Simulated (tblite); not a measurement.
A tight-binding relaxation on `C[Si](C)(C)O[C@@H]1CC[AsH]C1`.

Computed with GFN2-xTB geometry optimisation, gas phase (tblite 0.8.0). Start geometry: from a force field or distance geometry. The input is one job of a driver script: a line of settings, then coordinates in Å.

Command:
```bash
OMP_NUM_THREADS=1 python probes_run.py task.json out
```

Input:
```
{"job": {"kind": "relax", "xc": "GFN2-xTB", "basis": "xTB"}, "charge": 0, "multiplicity": 1}
C     -1.952800     0.933400    -1.308000
Si    -1.492700     0.117300     0.286400
C     -2.435700     0.945300     1.672200
C     -1.879500    -1.689700     0.137700
O      0.198900     0.268300     0.585900
C      0.945200    -0.139500    -0.538200
C      1.929900    -1.216400    -0.240300
C      2.855200    -0.736600     0.891100
As     3.306200     0.999500     0.080500
C      1.719400     1.041800    -1.121100
H     -3.008200     0.606600    -1.546400
H     -1.973200     2.037500    -1.208800
H     -1.277400     0.684900    -2.118300
H     -2.221000     2.045400     1.632900
H     -3.525600     0.836500     1.433000
H     -2.189000     0.520100     2.659300
H     -2.305000    -1.901400    -0.853900
H     -0.948600    -2.319000     0.237700
H     -2.556600    -2.000100     0.977300
H      0.276300    -0.471800    -1.345900
H      2.610100    -1.339600    -1.122000
H      1.484400    -2.195100    -0.000300
H      2.283200    -0.573500     1.823900
H      3.715800    -1.414500     1.004600
H      3.288000     2.158700     1.128600
H      1.995200     0.854200    -2.170000
H      1.137800     1.974200    -0.966000
```

Output:
```
step      E/eV     max force
  0    -865.38617    2.750
  1    -865.84334    1.933
  2    -866.04718    1.001
  3    -866.16733    0.789
  4    -866.24899    0.604
  5    -866.28085    0.508
  6    -866.32896    0.495
  7    -866.37329    0.454
  8    -866.41694    0.503
  9    -866.44967    0.468
... (129 lines left out)
139    -866.77632    0.075
140    -866.77673    0.044
141    -866.77718    0.034
142    -866.77765    0.036
143    -866.77791    0.035
144    -866.77819    0.028
145    -866.77838    0.021
146    -866.77849    0.020
147    -866.77855    0.013
148    -866.77859    0.009
```

«max force» is the largest atomic force in eV/Å.

**Question.** From which step on does the largest force stay under 0.1 eV/Å, and how much energy is left to gain from there?

**Answer.** From step 139 (0.075 eV/Å), 2.3 meV above the end.

Main results: energy lowered by 32.1 kcal/mol over 148 steps; largest atomic force 0.009 eV/Å at the end.

The run took 6.8 s of wall time on Intel Xeon at 2.50 GHz, one thread, shared host with 64 logical CPUs at a one-minute load of 61.
Labels such as C1 count atoms from 1, the log's own numbers from 0.
